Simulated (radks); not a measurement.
Values are calculated unless marked as measured or tabulated.
Q: Species: Ta3+. Configuration: [Xe] 4f14 5d(up 2, down 0) (the NIST ground configuration). Level of theory: scalar-relativistic Kohn-Sham, PBEsol, spin-polarised, spherical densities, finite nucleus; Fermi nuclear charge, rms radius 5.3507 fm (a radial shooting solver on a logarithmic mesh with Libxc functionals). Some entries of the table are withheld. Estimate them.

| orbital | occ. | eigenvalue (eV) | <r^2> (bohr^2) |
|---|---|---|---|
| 1s down | 1 | -67349.76 | 0.0004791 |
| 1s up | 1 | -67349.76 | 0.0004791 |
| 2s up | 1 | -11595.87 | 0.007380 |
| 2s down | 1 | -11595.78 | 0.007380 |
| 2p up | 3 | -10169.19 | 0.006085 |
| 2p down | 3 | -10169.12 | 0.006085 |
| 3s up | 1 | -2677.879 | 0.04799 |
| 3s down | 1 | -2677.858 | 0.04799 |
| 3p up | 3 | -2253.362 | 0.04868 |
| 3p down | 3 | -2253.337 | 0.04868 |
| 3d up | 5 | -1757.058 | 0.04040 |
| 3d down | 5 | -1757.004 | 0.04040 |
| 4s up | 1 | -568.0552 | 0.2378 |
| 4s down | 1 | -567.9867 | 0.2378 |
| 4p up | 3 | -428.7332 | 0.2708 |
| 4p down | 3 | -428.6686 | 0.2708 |
| 4d up | 5 | -250.2279 | 0.3176 |
| 4d down | 5 | -250.1468 | 0.3174 |
| 5s up | 1 | -101.4407 | 1.356 |
| 5s down | 1 | -100.5151 | 1.343 |
| 5p up | 3 | -67.7393 | 1.857 |
| 5p down | 3 | -66.4592 | 1.833 |
| 4f up | 7 | -52.9576 | (1) |
| 4f down | 7 | -52.7349 | (2) |
| 5d up | 2 | -29.8826 | 3.875 |
| 5d down | 0 | -28.1307 | 3.881 |

A: 
(1) 4f up <r^2> (bohr^2): 0.5191
(2) 4f down <r^2> (bohr^2): 0.5110
